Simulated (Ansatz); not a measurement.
NSb (`[N]#[Sb]`). Total charge 0; spin multiplicity 1. Sb: def2 effective core potential.

Bond lengths: N1–Sb2 1.804 Å.

(1) List the harmonic frequencies (cm⁻¹, unscaled) at PBE0-D4/def2-TZVP in Ansatz. (Best estimate.)

(2) Is this a minimum?

(3) Give the ideal-gas thermochemistry at 298.15 K and 1 bar (rigid rotor, harmonic oscillator; point group C∞v, symmetry number 1).

Results:

(1) The calculation gave: 977.

(2) Yes, all 1 modes are real.

(3) Zero-point energy 5.8 kJ/mol; H(298) − E = 14.6 kJ/mol; entropy 230.6 J/(mol·K), of which translation 170.1, rotation 60.0, vibration 0.4; G(298) − E = -54.1 kJ/mol.
